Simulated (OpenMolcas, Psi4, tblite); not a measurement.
# C2H7BO (SMILES CBOC): the dipole moment, rung by rung

C2H7BO has 11 atoms, charge 0, and is taken as a singlet. As SMILES, `CBOC`. The coordinates come from a PBE0-D4/def2-TZVP relaxation. This is one conformer, not always the lowest.

```
atom    x (Å)    y (Å)    z (Å)
   C  -1.3062   1.3417  -0.3647
   B  -0.4347   0.2067   0.2571
   O   0.6266  -0.2671  -0.4252
   C   1.4544  -1.2897   0.0839
   H  -0.9660   1.6570  -1.3526
   H  -2.3514   1.0213  -0.4376
   H  -1.3157   2.2146   0.2979
   H  -0.6787  -0.2682   1.3408
   H   1.4464  -2.1330  -0.6101
   H   1.1138  -1.6261   1.0674
   H   2.4768  -0.9142   0.1637
```

Each level gives the dipole moment (D). The values are calculated.

```
            level                    kind     program  value (D)   CPU time
        IPEA1-xTB          semi-empirical      tblite       1.28  under 2 s
       HF/cc-pVDZ            Hartree–Fock  OpenMolcas       1.19       11 s
    SVWN5/cc-pVDZ                     LDA  OpenMolcas       1.02       40 s
   revPBE/cc-pVDZ                     GGA  OpenMolcas       1.02    1.7 min
   r2SCAN/cc-pVDZ                meta-GGA  OpenMolcas       1.04    1.9 min
   M06-2X/cc-pVDZ         hybrid meta-GGA        Psi4       1.10       56 s
CAM-B3LYP/cc-pVDZ  range-separated hybrid        Psi4       1.10       47 s
```

The values span 1.02 to 1.28 D. Magnitudes only. Times are those of the runs behind each value, whatever else they computed, on shared processors of several kinds: orders of magnitude only.
